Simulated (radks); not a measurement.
Question: All-electron atom: Cu21+ in [He] 2s2 2p4 (the NIST ground configuration). Method: Dirac Kohn-Sham, BLYP, spin-unpolarised, spherical densities, finite nucleus; open shells fill j = l - 1/2 first; Fermi nuclear charge, rms radius 3.8823 fm; computed with a radial shooting solver on a logarithmic mesh with Libxc functionals. Some entries of the table are withheld. Estimate them.

orbital  occ.  eigenvalue (hartree)  <1/r> (bohr^-1)
1s1/2       2                   (1)            29.20
2s1/2       2             -73.19778            6.656
2p1/2       2             -69.30939              (2)
2p3/2       2             -68.46540              (3)

Answer: 
(1) 1s1/2 eigenvalue (hartree): -364.4594
(2) 2p1/2 <1/r> (bohr^-1): 6.601
(3) 2p3/2 <1/r> (bohr^-1): 6.457
